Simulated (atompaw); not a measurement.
## Logarithmic derivatives: antimony, PAW (atompaw)

antimony, PAW, made with atompaw 4.2.0.5 (PBEsol, scalar-relativistic). Core [Ar] 3d10, reference 4s2 4p6 4d10 5s2 5p2.5 (charge +0.5). Waves: 4s (bound): rc 1.20 bohr; 5s (bound): rc 1.55 bohr; 4p (bound): rc 1.00 bohr; 5p (bound): rc 1.55 bohr; 4d (bound): rc 1.55 bohr; 4d channel at 1.1 Ry: rc 1.55 bohr. Local part: troulliermartins scheme with l = 3 at 0 Ry, radius 1.05 bohr. Core correction: smooth core density matched at 1.30 bohr. Augmentation charge: sinc compensation charge, radius 1.45 bohr; PAW radius 1.55 bohr; waves and projectors: custom polynom vanderbiltortho.

The phase is arctan(r·u′/u) with u = r·R(r), unwrapped; energies in Ry, scanned from -13 to 5 Ry. A pole is an energy at which the radial function vanishes at the test radius. The pseudo phase is shifted by a multiple of π to meet the all-electron one at the reference energy, and phase errors are pseudo minus all-electron; the curves can meet again beyond the range given. Levels narrower than the energy grid can be missing from the lists of poles. n/a: not evaluated, since a narrow level or a reset projector energy made the automatic matching unsafe.

```json
{"channel": "s", "radius (bohr)": "1.56", "reference energy (Ry)": "-1.22", "poles, all-electron": "-10.89", "poles, pseudo": "-10.89", "unbroken range about the reference energy with phases within 0.05 rad": "n/a", "phase error 1 Ry above the reference energy (rad)": "n/a"}
{"channel": "p", "radius (bohr)": "1.56", "reference energy (Ry)": "-0.61", "poles, all-electron": "-7.19", "poles, pseudo": "-7.19", "unbroken range about the reference energy with phases within 0.05 rad": "below 1.7", "phase error 1 Ry above the reference energy (rad)": "-0.002"}
{"channel": "d", "radius (bohr)": "1.56", "reference energy (Ry)": "-2.76", "poles, all-electron": "-1.48", "poles, pseudo": "-1.48", "unbroken range about the reference energy with phases within 0.05 rad": "the whole range", "phase error 1 Ry above the reference energy (rad)": "-0.000"}
```

Note: ghost state, extra bound levels that the all-electron valence spectrum of the same l lacks: s at -66.1 eV. A true bound ghost makes a file unfit for plane-wave use.

Phases in the p channel:

```csv
E (Ry),all-electron,pseudo
-13.00,1.348,1.346
-12.04,1.329,1.327
-11.08,1.301,1.298
-10.12,1.250,1.247
-9.16,1.117,1.112
-8.20,-0.283,-0.291
-7.24,-1.559,-1.560
-6.28,-1.692,-1.694
-5.32,-1.752,-1.754
-4.36,-1.796,-1.798
-3.40,-1.839,-1.841
-2.44,-1.888,-1.889
-1.48,-1.951,-1.952
-0.52,-2.041,-2.041
0.44,-2.185,-2.187
1.40,-2.445,-2.471
2.36,-2.945,-3.082
3.32,-3.617,-3.882
4.28,-4.070,-4.335
```
